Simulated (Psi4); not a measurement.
F$_{3}$Ga (SMILES [F][Ga]([F])[F]), singlet, geometry from GFN2-xTB (such geometries of metal compounds can be far from the true shape), with bond 2-1 at 1.6 times its length; HF/aug-cc-pVDZ (Psi4).

Here is a job for Psi4.
```
memory 2 GB

molecule {
0 1
  Ga    0.00000000    0.00000000    0.00000000
  F    -2.35061264   -1.46654859    0.08241077
  F     0.00422448    1.59195676   -0.68322965
  F     1.46490843   -0.67536388    0.63172292
}

set basis aug-cc-pvdz
set df_basis_scf cc-pvqz-jkfit

energy('scf')
print_variables()
```

Problem. Write the output that Psi4 gives for this input, abridged.

Solution. 
```
   => Loading Basis Set <=

    Name: AUG-CC-PVDZ
    Role: ORBITAL
    Keyword: BASIS

         ---------------------------------------------------------
                                   SCF
               by Justin Turney, Rob Parrish, Andy Simmonett
                          and Daniel G. A. Smith
                              RHF Reference
         ---------------------------------------------------------

  ==> Geometry <==

    Molecular point group: c1
    Full point group: C1

    Geometry (in Angstrom), charge = 0, multiplicity = 1:

       Center              X                  Y                   Z               Mass
    ------------   -----------------  -----------------  -----------------  -----------------
         GA           0.078073425163    -0.136009327105    -0.000000000509    68.925573500000
         F           -1.301841427664     2.267898134533    -0.000000000509    18.998403162730
         F            1.810449903279    -0.140329587628    -0.000000000509    18.998403162730
         F           -0.791856260094    -1.634131241055     0.000000002864    18.998403162730

  Running in c1 symmetry.

  Rotational constants: A =      0.19711  B =      0.09837  C =      0.06562 [cm^-1]
  Rotational constants: A =   5909.10333  B =   2948.96367  C =   1967.21599 [MHz]
  Nuclear repulsion =  259.782451573694686

  Charge       = 0
  Multiplicity = 1
  Electrons    = 58
  Nalpha       = 29
  Nbeta        = 29

  ==> Algorithm <==

  SCF Algorithm Type is DF.
  DIIS enabled.
  MOM disabled.
  Fractional occupation disabled.
  Guess Type is SAD.
  Energy threshold   = 1.00e-06
  Density threshold  = 1.00e-06
  Integral threshold = 1.00e-12

  ==> Primary Basis <==

  Basis Set: AUG-CC-PVDZ
    Blend: AUG-CC-PVDZ
    Number of shells: 41
    Number of basis functions: 105
    Number of Cartesian functions: 114
    Spherical Harmonics?: true
    Max angular momentum: 2

   => Loading Basis Set <=

    Name: CC-PVQZ-JKFIT
    Role: JKFIT
    Keyword: DF_BASIS_SCF

  ==> Integral Setup <==

  SCF_SUBTYPE=INCORE selected. In-core MEM_DF algorithm will be used.
  Using in-core AOs.

  ==> MemDFJK: Density-Fitted J/K Matrices <==

    J tasked:                   Yes
    K tasked:                   Yes
    wK tasked:                   No
    Algorithm:                 Core
    Schwarz Cutoff:           1E-12
    Mask sparsity (%):       3.6463
    Fitting Condition:        1E-10

   => Auxiliary Basis Set <=

  Basis Set: CC-PVQZ-JKFIT
    Blend: CC-PVQZ-JKFIT
    Number of shells: 136
    Number of basis functions: 536
    Number of Cartesian functions: 716
    Spherical Harmonics?: true
    Max angular momentum: 5

  Minimum eigenvalue in the overlap matrix is 2.1673406641E-03.
  Reciprocal condition number of the overlap matrix is 4.5975220355E-04.
    Using symmetric orthogonalization.

  ==> Pre-Iterations <==

  SCF Guess: Superposition of Atomic Densities via on-the-fly atomic UHF (no occupation information).

   -------------------------
    Irrep   Nso     Nmo
   -------------------------
     A        105     105
   -------------------------
    Total     105     105
   -------------------------

  ==> Iterations <==

                           Total Energy        Delta E     RMS |[F,P]|

   @DF-RHF iter SAD: -2215.87561060193821   -2.21588e+03   0.00000e+00
   @DF-RHF iter   1: -2221.10697645697246   -5.23137e+00   9.99826e-03 ADIIS/DIIS
   @DF-RHF iter   2: -2221.45505615731599   -3.48080e-01   4.81868e-03 ADIIS/DIIS
   @DF-RHF iter   3: -2221.52461597756519   -6.95598e-02   1.82704e-03 ADIIS/DIIS
   @DF-RHF iter   4: -2221.53759581793202   -1.29798e-02   2.60930e-04 ADIIS/DIIS
   @DF-RHF iter   5: -2221.53806688289160   -4.71065e-04   1.19078e-04 ADIIS/DIIS
   @DF-RHF iter   6: -2221.53817648164932   -1.09599e-04   4.11152e-05 DIIS
   @DF-RHF iter   7: -2221.53820431012446   -2.78285e-05   1.21765e-05 DIIS
   @DF-RHF iter   8: -2221.53820822548823   -3.91536e-06   4.13223e-06 DIIS
   @DF-RHF iter   9: -2221.53820859915368   -3.73665e-07   1.30816e-06 DIIS
   @DF-RHF iter  10: -2221.53820863179453   -3.26409e-08   2.10555e-07 DIIS
  Energy and wave function converged.

  ==> Post-Iterations <==

    Orbital Energies [Eh]
    ---------------------

    Doubly Occupied:

       1A   -379.073117     2A    -48.411560     3A    -42.743639
       4A    -42.741278     5A    -42.739046     6A    -26.361272
       7A    -26.361264     8A    -26.193834     9A     -6.618135
      10A     -4.716071    11A     -4.710316    12A     -4.708311
      13A     -1.633104    14A     -1.628644    15A     -1.416905
      16A     -1.416814    17A     -1.415000    18A     -1.406086
      19A     -1.402585    20A     -1.402254    21A     -0.766826
      22A     -0.711533    23A     -0.705454    24A     -0.703132
      25A     -0.691094    26A     -0.686948    27A     -0.511502
      28A     -0.511370    29A     -0.473572

    Virtual:

      30A     -0.091512    31A     -0.002807    32A      0.030560
      33A      0.033148    34A      0.046677    35A      0.060553
      36A      0.126431    37A      0.129363    38A      0.139932
      39A      0.146805    40A      0.148867    41A      0.165048
      42A      0.168417    43A      0.284746    44A      0.305755
      45A      0.312108    46A      0.327364    47A      0.335122
      48A      0.335906    49A      0.336169    50A      0.354095
      51A      0.386179    52A      0.390992    53A      0.405829
      54A      0.414207    55A      0.440354    56A      0.497409
      57A      0.504382    58A      0.528024    59A      0.536116
      60A      0.565783    61A      0.649284    62A      0.730297
      63A      0.810371    64A      1.283625    65A      1.304777
      66A      1.326878    67A      1.341432    68A      1.345847
      69A      1.442708    70A      1.443510    71A      1.453370
      72A      1.491474    73A      1.492940    74A      1.495029
      75A      1.519887    76A      1.547724    77A      1.569500
      78A      1.641149    79A      1.689751    80A      1.722642
      81A      1.751127    82A      1.800442    83A      1.810724
      84A      1.817708    85A      2.062855    86A      2.118443
      87A      2.187643    88A      2.630035    89A      2.704906
      90A      2.841008    91A      4.810282    92A      4.820567
      93A      4.840449    94A      4.844241    95A      4.876868
      96A      4.924719    97A      4.926901    98A      4.986065
      99A      4.989244   100A      5.000446   101A      5.005471
     102A      5.012031   103A      5.035038   104A      5.050678
     105A      5.137923

    Final Occupation by Irrep:
              A
    DOCC [    29 ]
    NA   [    29 ]
    NB   [    29 ]

  @DF-RHF Final Energy: -2221.53820863179453

   => Energetics <=

    Nuclear Repulsion Energy =            259.7824515736946864
    One-Electron Energy =               -3616.9199055725762264
    Two-Electron Energy =                1135.5992453670867235
    Total Energy =                      -2221.5382086317949870

Computation Completed

Properties will be evaluated at   0.000000,   0.000000,   0.000000 [a0]

Properties computed using the SCF density matrix

 Multipole Moments:

 ------------------------------------------------------------------------------------
     Multipole            Electronic (a.u.)      Nuclear  (a.u.)        Total (a.u.)
 ------------------------------------------------------------------------------------

 L = 1.  Multiply by 2.5417464519 to convert [e a0] to [Debye]
 Dipole X            :          1.2016305           -0.2436875            0.9579430
 Dipole Y            :         -2.0933238            0.4245206           -1.6688033
 Dipole Z            :         -0.0000000            0.0000000           -0.0000000
 Magnitude           :                                                    1.9242035

 ------------------------------------------------------------------------------------

  Variable Map:
  ----------------------------------------------------------------------------
  "CURRENT ENERGY"           =>   -2221.538208631795
  "CURRENT REFERENCE ENERGY" =>   -2221.538208631795
  "DD SOLVATION ENERGY"      =>       0.000000000000
  "HF KINETIC ENERGY"        =>    2219.969093102886
  "HF POTENTIAL ENERGY"      =>   -4441.507301734681
  "HF TOTAL ENERGY"          =>   -2221.538208631795
  "HF VIRIAL RATIO"          =>       2.000706818637
  "NUCLEAR REPULSION ENERGY" =>     259.782451573695
  "ONE-ELECTRON ENERGY"      =>   -3616.919905572576
  "PCM POLARIZATION ENERGY"  =>       0.000000000000
  "PE ENERGY"                =>       0.000000000000
  "SCF ITERATION ENERGY"     =>   -2221.538208631795
  "SCF ITERATIONS"           =>      10.000000000000
  "SCF TOTAL ENERGY"         =>   -2221.538208631795
  "TWO-ELECTRON ENERGY"      =>    1135.599245367087

  Array Variable Map:
  ----------------------------------------------------------------------------
  "CURRENT DIPOLE"           =>       0.957943024611 ... -0.000000003367 1 by 3
  "SCF DIPOLE"               =>       0.957943024611 ... -0.000000003367 1 by 3
  "SCF TOTAL ENERGIES"       =>   -2215.875610601938 ... -2221.538208631795 1 by 11
```
